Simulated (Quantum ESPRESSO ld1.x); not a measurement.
Problem. Te4+, configuration [Kr] 4d10 5s2. Method: scalar-relativistic Kohn-Sham, LDA (Slater exchange, Perdew-Zunger correlation), spin-polarised, spherical densities, point nucleus; computed with ld1.x of Quantum ESPRESSO 7.5. Some entries of the table are withheld. Estimate them.

| orbital | occ. | eigenvalue (eV) | <1/r> (bohr^-1) |
|---|---|---|---|
| 1s | 2 | (1) | 55.52 |
| 2s | 2 | (2) | 12.71 |
| 2p | 6 | (3) | 12.18 |
| 3s | 2 | (4) | 4.538 |
| 3p | 6 | -847.335 | 4.319 |
| 3d | 10 | (5) | 4.087 |
| 4s | 2 | -207.415 | 1.828 |
| 4p | 6 | -157.545 | 1.670 |
| 4d | 10 | -84.7349 | 1.382 |
| 5s | 2 | -53.7731 | 0.7021 |

Solution. 
(1) 1s eigenvalue (eV): -31638.0
(2) 2s eigenvalue (eV): -4889.88
(3) 2p eigenvalue (eV): -4396.68
(4) 3s eigenvalue (eV): -1007.68
(5) 3d eigenvalue (eV): -604.167
